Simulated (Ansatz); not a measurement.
A nudged elastic band was laid between two geometries of C3H9NSi (14 atoms, charge 0, multiplicity 1).

All numbers below come from RKS PBE/def2-SVP (Ansatz 0.2.0).

| Item | Value |
| --- | --- |
| movable images | 5 |
| climbing image | yes |
| spring | 5.0 eV/Å² |
| optimiser | quadratic models (default) |
| start path | IDPP |
| force threshold | 0.05 eV/Å |
| iteration limit | 60 |
| end points | relaxed |

First end point:

```xyz
14
Properties=species:S:1:pos:R:3
C -1.730 0.917 0.595
N -0.368 1.019 0.091
C 0.117 -0.169 -0.558
C 0.645 -1.276 0.386
Si 1.985 -0.456 -0.640
H -2.034 1.875 1.064
H -1.783 0.134 1.380
H -2.496 0.653 -0.181
H -0.273 1.830 -0.529
H -0.486 -0.572 -1.409
H 0.344 -2.316 0.173
H 0.619 -1.019 1.459
H 2.891 0.536 0.013
H 2.555 -1.186 -1.814
```

Last end point:

```xyz
14
Properties=species:S:1:pos:R:3
C -0.502 1.593 0.746
N -0.824 0.980 -0.527
C -0.170 -0.256 -0.860
C -0.203 -1.542 0.023
Si 1.528 -0.874 -0.293
H -1.091 2.525 0.868
H 0.572 1.878 0.761
H -0.687 0.964 1.658
H -1.842 0.868 -0.622
H -0.317 -0.505 -1.930
H -0.587 -2.473 -0.430
H -0.555 -1.400 1.061
H 2.239 -0.270 0.876
H 2.428 -1.517 -1.301
```

(1) What changes between the two ends?

(2) What energy profile does the band end with?

(3) What is the geometry of the highest image?

(4) What are the harmonic wavenumbers there?

The band took 5 iterations and of the order of 2.6 core-minutes.

## Answers

(1) No bond is made or broken. The dihedral C1–N2–C3–C4 goes from -82 to 56°.

(2) It converged. The highest image is number 3 of 0 to 6, 0.30 eV above the first end and 0.16 eV above the last; the last end lies 0.14 eV above the first. A vibrational analysis at the climbing image gives one clearly imaginary mode, 161i cm⁻¹: a first-order saddle point.

```tsv
image	path coordinate (Å)	energy (eV)	dihedral C1–N2–C3–C4 (°)
0	0.00	0.00	-82
1	0.98	0.06	-64
2	1.97	0.21	-40
3	2.95	0.30	-9
4	3.86	0.24	17
5	4.76	0.16	38
6	5.67	0.14	56
```

(3) 
```xyz
14
Properties=species:S:1:pos:R:3:forces:R:3
C -1.254 1.174 0.833 0.00 0.00 -0.01
N -0.449 1.161 -0.370 0.00 -0.02 0.01
C 0.149 -0.071 -0.821 -0.02 -0.01 0.01
C 0.141 -1.357 0.023 -0.01 0.02 -0.02
Si 1.889 -0.734 -0.334 0.02 0.00 0.01
H -1.672 2.192 0.971 0.00 0.00 0.00
H -0.636 0.969 1.734 0.00 0.00 0.00
H -2.111 0.450 0.852 0.00 0.00 0.00
H -0.907 1.647 -1.142 0.00 0.00 0.00
H -0.055 -0.278 -1.889 0.00 0.00 0.00
H -0.269 -2.270 -0.443 0.00 0.00 0.00
H -0.183 -1.250 1.073 0.00 0.00 0.00
H 2.607 -0.170 0.851 0.00 0.00 0.00
H 2.737 -1.492 -1.310 0.00 0.00 0.00
```

(4) 161i, 144, 230, 274, 329, 443, 477, 494, 595, 640, 648, 761, 833, 876, 916, 945, 1015, 1049, 1098, 1139, 1226, 1312, 1356, 1395, 1409, 1420, 1456, 2173, 2208, 2858, 2982, 3027, 3045, 3049, 3133, 3517 cm⁻¹.

Run time: 79 s on 2 threads of Arm Neoverse V1, on a shared host, peak memory 0.16 GiB.
